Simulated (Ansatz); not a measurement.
CH5FOSi2 (`O[Si]1(F)C[SiH2]1`), charge 0, multiplicity 1.

(1) Give a relaxed structure at PBE0-D4/def2-TZVP (the Gaussian-basis code of Ansatz). (Estimate.)

## Answers

(1) Computed: 
Cartesian coordinates in Å:
```
O 1.9516 -0.9621 -0.5156
Si 0.6277 -0.0361 -0.7207
F 0.4521 0.3435 -2.2611
C -0.9519 -0.4738 0.1423
Si -0.2705 1.1793 0.9136
H 1.9844 -1.8139 -0.9571
H -0.9643 -1.3321 0.8135
H -1.8944 -0.3812 -0.3970
H 0.1667 1.0964 2.3282
H -1.1015 2.3799 0.6540
```
This is one stationary point; other conformers may exist.
